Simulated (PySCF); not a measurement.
Can point charges reproduce the dipole moment of `CC(COC[Si@@H]([SiH3])C)=O`?

Coordinates (GFN2-xTB, Å) and charges (e) from the PBE0/pcSseg-1 density (PySCF):

```csv
atom,x,y,z,Mulliken,IAO,Hirshfeld,ESP-fitted
C1,2.877,0.193,1.502,-0.2733,-0.4865,-0.1297,-0.4741
C2,3.014,-0.410,0.132,+0.0908,+0.3783,+0.1655,+0.6978
O3,3.943,-0.196,-0.604,-0.3453,-0.4056,-0.2385,-0.5230
C4,1.899,-1.382,-0.253,+0.0761,-0.1098,-0.0060,-0.3286
O5,0.618,-0.984,0.161,-0.5264,-0.3925,-0.1251,-0.2042
C6,0.068,0.064,-0.619,-0.2387,-0.3213,-0.0895,-0.1286
Si7,-1.635,0.466,0.164,+0.4645,+0.6377,+0.2848,+0.3902
C8,-2.587,-1.178,0.284,-0.6057,-0.7002,-0.2105,-0.4801
Si9,-2.748,2.051,-1.113,+0.1977,+0.2584,+0.2085,+0.0636
H10,3.402,1.143,1.554,+0.1389,+0.1670,+0.0523,+0.1362
H11,3.338,-0.492,2.213,+0.1451,+0.1722,+0.0599,+0.1396
H12,1.830,0.306,1.768,+0.1498,+0.1643,+0.0426,+0.1159
H13,2.104,-2.332,0.255,+0.1426,+0.1673,+0.0566,+0.1613
H14,1.931,-1.551,-1.340,+0.1171,+0.1388,+0.0414,+0.1302
H15,0.735,0.936,-0.615,+0.1313,+0.1244,+0.0307,+0.0770
H16,-0.020,-0.260,-1.666,+0.1316,+0.1279,+0.0339,+0.0994
H17,-1.327,0.906,1.540,-0.0484,-0.1101,-0.0791,-0.1042
H18,-3.521,-1.055,0.825,+0.1405,+0.1558,+0.0417,+0.1280
H19,-2.829,-1.571,-0.701,+0.1382,+0.1530,+0.0409,+0.1248
H20,-1.998,-1.931,0.802,+0.1550,+0.1680,+0.0440,+0.1158
H21,-3.008,1.613,-2.490,-0.0632,-0.0960,-0.0744,-0.0456
H22,-2.032,3.325,-1.229,-0.0593,-0.0958,-0.0749,-0.0512
H23,-4.056,2.366,-0.533,-0.0591,-0.0955,-0.0751,-0.0401
```

Q: Form Σ q r in debye for every column and set it beside the full dipole.

A: The full density gives (-1.68, -0.69, 1.00) D, 2.07 D in size; dipole vectors point from the negative to the positive end.

```
    scheme     μx     μy    μz  size (D)  share of the full size (%)  angle to the full dipole (°)
  Mulliken  -2.58   1.30  1.20      3.13                         151                            44
       IAO  -2.02   0.51  1.14      2.38                         115                            32
 Hirshfeld  -1.40  -0.27  0.83      1.65                          80                            10
ESP-fitted  -1.72  -0.71  1.01      2.12                         102                             0
```

Q: Which set comes closest?

A: Length of the difference vector: ESP-fitted 0.05 D, Hirshfeld 0.53 D, IAO 1.26 D, Mulliken 2.20 D. Closest: ESP-fitted. The schemes that divide the density aren't constrained to reproduce the dipole.

Q: What is left for the Hirshfeld atoms' own dipoles?

A: The Hirshfeld atoms' densities add up to the full density, so μ = Σ q r + Σ (atomic dipoles). The atomic dipoles sum to (-1.68, -0.69, 1.00) − (-1.40, -0.27, 0.83) = (-0.28, -0.42, 0.17) D, 0.53 D in size.

Q: With the origin at the mean of the coordinates, (0.000, 0.001, 0.002) Å, which are the largest single terms, by size, of the IAO dipole along the direction of the full one?

A: C8 -8.83, O3 +6.66, C2 -4.07, C1 +3.90, Si7 +3.82 D; all 23 atoms together +2.02 D. The single terms depend on the origin, their sum doesn't.

Q: Give the size of the full dipole in other units.

A: 2.07 D = 0.815 au = 0.432 e·Å = 6.91 × 10⁻³⁰ C·m.

Geometry: GFN2-xTB, one conformer, isolated molecule.

The run behind these numbers computed NMR shieldings as well. On one thread, Arm Neoverse N1 (aarch64), on a shared host, this took 1.7 min wall and 1.0 GiB of memory at its peak.

The values belong to the conformer `[CH3:1][C:2](=[O:3])[CH2:4][O:5][CH2:6][Si@H:7]([CH3:8])[SiH3:9]`: C1–C2–C4–O5 40°, C2–C4–O5–C6 75°, C4–O5–C6–Si7 -178°, O5–C6–Si7–C8 -53°.
